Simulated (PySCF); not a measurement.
# Computed structure and properties of [DyF4]−

System: [DyF4]− (singlet in the valence; each metal's 4f electrons, 9 of them, lie in its core potential, out of spins and levels); start: template (Td). Method: PySCF 2.14.0, RKS PBE0, Dy lcecp-1-SVP with ECP55, F def2-SVP; non-relativistic Hamiltonian with scalar-relativistic core potentials where named; density fitting; no spin-orbit coupling.

Input of the relaxation:

```python
mol = gto.M(atom='''
Dy     0.00000     0.00000    -0.00000
F      1.20530     1.20530     1.20530
F     -1.20530    -1.20530     1.20530
F      1.20530    -1.20530    -1.20530
F     -1.20530     1.20530    -1.20530''',
    basis={'Dy': 'lcecp-1-SVP', 'F': 'def2-SVP'},
    ecp={'Dy': 'lcecp-1-SVP'},
    charge=-1, spin=0)
mf = dft.RKS(mol, xc='PBE0')
mf.grids.atom_grid = (50, 194)  # f atoms: unpruned, at least (60, 302)
mf = mf.density_fit()  # fitting sets: Dy AutoAux, F def2-universal-JKFIT
mf.conv_tol = 1e-08; mf.max_cycle = 55
mf.kernel(dm0)  # dm0: converged density of the start geometry
# quasi-Newton relaxation in Cartesian coordinates to a largest gradient under 0.00045 Eh/bohr, steps kept in the point group
```

Run from Python with OMP_NUM_THREADS=2; the lines above give its settings. Where DIIS fails, smearing, a level shift and second-order steps follow.
It took 8.1 s on 2 threads of Arm Neoverse V1, with other jobs on the host, from the converged density of the start.

Course of the relaxation:

```json
{"step": "0", "energy above end (eV)": "0.0120", "largest force component within the symmetry (eV/Å)": "0.196"}
{"step": "1", "energy above end (eV)": "0.0008", "largest force component within the symmetry (eV/Å)": "0.050"}
{"step": "2", "energy above end (eV)": "0.0000", "largest force component within the symmetry (eV/Å)": "0.002"}
```

Relaxed geometry (Td):

```xyz
5

Dy    0.0000    0.0000    0.0000
F     1.1951    1.1951    1.1951
F    -1.1951   -1.1951    1.1951
F     1.1951   -1.1951   -1.1951
F    -1.1951    1.1951   -1.1951
```

```
   contact      Å
Dy1–F2 (F)  2.070
Dy1–F3 (F)  2.070
Dy1–F4 (F)  2.070
Dy1–F5 (F)  2.070
```

On the finer grid (75, 302):

```
HOMO                                                          : -4.94 eV
LUMO                                                          : 3.87 eV
Dipole about the centre of mass                               : 0.00 D
Set of Mulliken populations of Dy1 outside the core potential : s 2.18, p 6.38, d 1.31, f 0.09
D3(BJ) dispersion energy (not in the energies)                : -0.055 eV
```

```json
{"atom": "Dy1", "Mulliken (e)": "1.04", "Löwdin (e)": "0.51", "spin (e)": "0.00"}
{"atom": "F2", "Mulliken (e)": "-0.51", "Löwdin (e)": "-0.38", "spin (e)": "0.00"}
{"atom": "F3", "Mulliken (e)": "-0.51", "Löwdin (e)": "-0.38", "spin (e)": "0.00"}
{"atom": "F4", "Mulliken (e)": "-0.51", "Löwdin (e)": "-0.38", "spin (e)": "0.00"}
{"atom": "F5", "Mulliken (e)": "-0.51", "Löwdin (e)": "-0.38", "spin (e)": "0.00"}
```

The 4f levels lie in the core potential and are missing. Their spin isn't counted.

On the grid (50, 194), as all that follows. Harmonic modes: a minimum; lowest 114 cm⁻¹ (negative: unstable), highest 538 cm⁻¹, zero-point energy 0.167 eV.

Taking off one F (charge -1, singlet; the rest: singlet) in vacuum, both parts rigid, costs 6.70 eV; the small basis without counterpoise inflates it.

Rigid scan of F along the line from its metal:

```json
{"distance to F2 (Å)": "1.77", "energy (eV)": "1.204"}
{"distance to F2 (Å)": "1.87", "energy (eV)": "0.454"}
{"distance to F2 (Å)": "1.97", "energy (eV)": "0.097"}
{"distance to F2 (Å)": "2.07", "energy (eV)": "0.000"}
{"distance to F2 (Å)": "2.17", "energy (eV)": "0.072"}
{"distance to F2 (Å)": "2.27", "energy (eV)": "0.250"}
{"distance to F2 (Å)": "2.47", "energy (eV)": "0.768"}
{"distance to F2 (Å)": "2.77", "energy (eV)": "1.650"}
{"distance to F2 (Å)": "3.17", "energy (eV)": "2.693"}
{"distance to F2 (Å)": "3.67", "energy (eV)": "3.634"}
```

One start shape was tried, so this needn't be the lowest isomer.

An lcecp potential fixes the number of 4f electrons, so in runs with it no electron can move into or out of that shell.
